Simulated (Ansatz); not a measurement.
A structure relaxed at r2SCAN-D4/def2-TZVP in Ansatz, charge 1, doublet:

Cartesian coordinates in Å:
```
Fe 1.314 -0.510 0.011
Fe -0.977 0.126 -1.010
S -0.337 0.385 0.999
```

Question: Give its formula and point group.

Answer: the cluster Fe₂S⁺. Point group C2v (tolerance 0.1 Å).

Question: Summarise the bond lengths by kind (pairs closer than 1.2 times the sum of covalent radii, bridged metal pairs left out).

Answer: 2 × Fe–S 2.12 Å.

The charge 1 doublet is spin-contaminated (final ⟨S²⟩ up to 3.82, 0.75 for a pure state). The structure comes from a short search, and lower isomers may exist.
